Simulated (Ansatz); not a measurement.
Ca₂O₂, relaxed as a singlet with RKS PBE0-D4/def2-TZVP in Ansatz, starting from the GFN2-xTB geometry. Force threshold 0.02 eV/Å.

The structure comes from a short search, and lower isomers may exist.

Start:

```xyz
4

Ca   -0.097    1.446    0.398
Ca    0.095   -1.441   -0.411
O    -1.416   -0.086   -0.037
O     1.417    0.082    0.050
```

| step | energy (eV) | largest force component (eV/Å) | SCF passes |
| --- | --- | --- | --- |
| 1 | -40960.9175 | 0.825 | 18 |
| 2 | -40960.9281 | 0.443 | 22 |
| 3 | -40960.9509 | 0.153 | 21 |
| 4 | -40960.9524 | 0.018 | 21 |

Force components are those of the run's own axes.

End:

Cartesian coordinates in Å:
```
Ca -0.0948 1.4163 0.4008
Ca 0.0948 -1.4185 -0.3932
O -1.3968 -0.0805 -0.0463
O 1.3968 0.0827 0.0387
```

By distances, no bond broke or formed. The bond that changes most is Ca2–O4, from 2.07 to 2.03 Å (atoms count from 1).

No frequencies were taken in this run, so the end may be a saddle point.

Run time 3.4 s (4 threads of Intel Xeon 6975P-C on a shared host).
